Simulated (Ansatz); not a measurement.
Compare A (`B/C=C(/C)F`) with its isomer B (`FC1BCC1`).

Calculated with Ansatz (gas phase, PBE0-D4/def2-TZVP geometries, no zero-point term in ΔE). CCSD(T)/CBS adds triple-zeta CCSD(T) − MP2 to the extrapolated MP2 energy (def2 sets, frozen cores). Functionals use def2-TZVPP. B3LYP here is the variant with VWN-RPA as its local correlation; programs differ in this.

A:

```xyz
11

B     2.128   -0.366   -0.040
C     0.691   -0.244    0.448
C    -0.340    0.145   -0.318
C    -1.761    0.295    0.062
F    -0.151    0.458   -1.600
H     2.986   -0.719    0.716
H     2.415   -0.113   -1.172
H     0.418   -0.472    1.474
H    -2.384   -0.346   -0.569
H    -2.085    1.326   -0.109
H    -1.916    0.035    1.107
```

B:

Z-matrix (Å, degrees):
```
C
C 1 1.565
B 1 1.907 2 52.1
C 1 1.575 2 92.7 3 -34.3
H 1 1.089 2 115.3 3 -152.2
H 1 1.091 2 113.5 3 80.9
H 2 1.088 1 108.8 3 115.6
H 2 1.086 1 117.9 3 -116.6
H 3 1.193 1 125.4 2 113.8
F 4 1.370 1 117.3 2 153.5
H 4 1.090 1 107.9 2 -82.3
```

(1) Which isomer does CCSD(T)/CBS put lower? Give the gap. (An estimate is asked.)

(2) Give E(B) − E(A) in kcal/mol with CCSD/def2-TZVPP, MP2/def2-TZVPP, B2PLYP, PBE0-D4, B3LYP-D4, ωB97M-V, B3LYP. (An estimate is asked.)

Largest T1 diagnostic: 0.012.

Results:

(1) Ansatz gave: A, by 10.0 kcal/mol.

(2) Computed: CCSD/def2-TZVPP 10.7, MP2/def2-TZVPP 9.1, B2PLYP 13.4, PBE0-D4 7.9, B3LYP-D4 14.7, ωB97M-V 9.5, B3LYP 15.1. None reverses the order clearly.

From PBE to PBE0 (25 % exact exchange), in def2-TZVPP and without D4, E(B) − E(A) moves by −1.6 kcal/mol. In def2-TZVPP, CCSD(T) changes the Hartree–Fock value by −7.7 kcal/mol (the triples alone add −0.1 kcal/mol) and MP2 by −9.3 kcal/mol.
